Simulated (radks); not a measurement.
Dispersion coefficients C6 (hartree bohr^6) between ground-configuration atoms and ions, from the Casimir-Polder integral (3/pi) of alpha_A(iw) alpha_B(iw). Method: non-relativistic Kohn-Sham, PBE, spin-polarised, spherical densities, point nucleus; open shells are filled with parallel spins first (spin-orbit coupling, left out, can overturn this in heavy ions); computed with a radial shooting solver on a logarithmic mesh with Libxc functionals. Response by self-consistent Sternheimer equations with the Hartree and adiabatic LDA kernel. For heavy and open-shell atoms this level of theory can miss by tens of per cent.

C6     Zr     Sr      K     Se     Ti      P     Mo
Zr   1734
Sr   2320   3187
K    2355   3363   3806
Se  579.4  723.5  672.0  232.7
Ti   1420   1901   1928  471.6   1163
P   555.9  699.7  655.0  217.8  453.2  205.0
Mo   1206   1592   1592  420.2  985.7  400.3  846.5

Static polarisabilities (bohr^3): Zr ([Kr] 4d2 5s2) 124.6, Sr ([Kr] 5s2) 198.3, K ([Ar] 4s1) 286.7, Se ([Ar] 3d10 4s2 4p4) 27.85, Ti ([Ar] 3d2 4s2) 101.4, P ([Ne] 3s2 3p3) 27.75, Mo ([Kr] 4d5 5s1) 81.40. The combination rule 2 Ca Cb / ((alpha_b/alpha_a) Ca + (alpha_a/alpha_b) Cb) gives 390.0 for Mo-P, against 400.3 from the integral.
